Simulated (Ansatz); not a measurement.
Isolated molecules relaxed with PBE0-D4/def2-TZVP in Ansatz; ΔE leaves out vibrations. CCSD(T)/CBS is the MP2 limit (def2-TZVPP, def2-QZVPP) plus CCSD(T) − MP2 in def2-TZVPP, frozen cores. This one scheme is used for every species. DFT in def2-TZVPP. B3LYP here is the variant with VWN-RPA as its local correlation; programs differ in this. Each species was taken in one conformer, which may not be the lowest.

`O=C=[N][AlH2]` + `C[SiH2][SiH2]Cl` → `C[SiH2][SiH]([AlH2])Cl` + `N=C=O`  (formal exchange of groups at the Al–N bond)

```json
{"level": "r2SCAN-D4", "ΔE (kJ/mol)": "140.4"}
{"level": "ωB97X-V", "ΔE (kJ/mol)": "144.7"}
{"level": "B3LYP", "ΔE (kJ/mol)": "149.2"}
{"level": "MP2/def2-TZVPP", "ΔE (kJ/mol)": "154.9"}
```

What does CCSD(T)/CBS give? (Estimate.)

Ansatz gave: +144.3 kJ/mol. The listed levels differ from it by -3.9, 0.4, 4.9, 10.6 kJ/mol.

Largest T1 diagnostic among the species: 0.018.

In def2-TZVPP, CCSD(T) changes the Hartree–Fock value by −28.4 kJ/mol (the triples alone add −4.5 kJ/mol) and MP2 by −18.9 kJ/mol. From PBE to PBE0 (25 % exact exchange), in def2-TZVPP and without D4, ΔE moves by +9.2 kJ/mol. The D4 term adds −4.3 kJ/mol with B3LYP and −2.7 kJ/mol with PBE0; it sums over pairs of atoms, weighted by their polarisabilities, and B3LYP, whose exchange is more repulsive, gets the larger term.
